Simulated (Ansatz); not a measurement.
Cost and result for the atomization energy of `C[O][Ga]([OH])[CH2][SiH3]` (15 atoms, 14 bonds).

```xyz
15

C     2.6134    0.4001    1.1670
O     1.2258    0.2009    1.2034
Ga    0.1390    0.6104   -0.1541
O     0.8879    1.3069   -1.6200
C    -1.7699    0.2914   -0.0265
Si   -2.2991   -1.4055   -0.6077
H     3.0862   -0.0560    0.2861
H     2.8814    1.4651    1.1802
H     3.0586   -0.0629    2.0527
H     1.8386    1.4218   -1.5621
H    -2.2801    1.0520   -0.6238
H    -2.0608    0.4196    1.0196
H    -1.9283   -1.5993   -2.0352
H    -1.6223   -2.4588    0.1957
H    -3.7703   -1.5858   -0.4754
```

Charge 0, multiplicity 1. Correlated methods include outer-core shells of Ga, which these sets cover unevenly. Scalar relativity is left out up to krypton. Geometry: relaxed with PBE0-D4/def2-TZVP. It is one conformer, not always the lowest. Program: Ansatz. All runs use 2 threads of an AMD EPYC 7R13 on a shared host and a share of an NVIDIA H100 80 GB. Times are those of one run each, without the atoms' runs, and a repeat can differ threefold. Electronic energies, without spin–orbit coupling; frozen cores. CCSD(T)/CBS adds CCSD(T) − MP2 in def2-TZVPP to the MP2 limit, and its time is that of the two runs behind it. T1 = 0.013. With those shells the extrapolation isn't a true limit. HSE06 is the plane-wave form, built on full-range PBE exchange.

CCSD(T)/CBS is a level of theory with its own doubt, some kJ/mol a heavy atom from the limit and from the frozen cores, so smaller differences don't rank the functionals.

```
                             level  functions  wall time  atomization (kcal/mol)  difference from CCSD(T)/CBS  per bond
                  CCSD(T)/def2-SVP        151      2.2 s                  1193.7                        -74.1      -5.3
            LDA (SPW92)/def2-TZVPP        340      2.5 s                  1435.0                        167.2      11.9
             r2SCANh-D4/def2-TZVPP        340      2.9 s                  1256.3                        -11.5      -0.8
               PBE-QIDH/def2-TZVPP        340      2.9 s                  1252.3                        -15.5      -1.1
              revPBE-D4/def2-TZVPP        340        3 s                  1243.3                        -24.5      -1.7
                 B97M-V/def2-TZVPP        340      3.1 s                  1260.3                         -7.5      -0.5
                 B2PLYP/def2-TZVPP        340      3.1 s                  1246.9                        -20.9      -1.5
           CAM-B3LYP-D4/def2-TZVPP        340      3.2 s                  1265.1                         -2.7      -0.2
r2SCAN-D4/def2-TZVPP (with forces)        340      3.2 s                  1264.4                         -3.4      -0.2
               HSE06-D4/def2-TZVPP        340      4.3 s                  1254.6                        -13.2      -0.9
                    MP2/def2-QZVPP        657      7.5 s                  1273.6                          5.8       0.4
                CCSD(T)/def2-TZVPP        340      9.5 s                  1237.5                        -30.3      -2.2
                 CCSD(T)/CBS(def2)          –       17 s                  1267.8                          0.0       0.0
```

In def2-TZVPP, CCSD(T) changes the Hartree–Fock value by +320.5 kcal/mol (the triples alone add +17.4 kcal/mol) and MP2 by +338.5 kcal/mol; breaking electron pairs costs correlation energy, which Hartree–Fock lacks. From PBE to PBE0 (25 % exact exchange), in def2-TZVPP and without D4, the atomization energy moves by −18.4 kcal/mol: exact exchange takes away binding that semilocal exchange gives to molecules. At CCSD(T), def2-SVP lies −74.0 kcal/mol from the extrapolated value and def2-TZVPP −30.2 kcal/mol: correlation converges slowly with the basis, and small sets miss more of it in the bonded molecule than in its fragments.
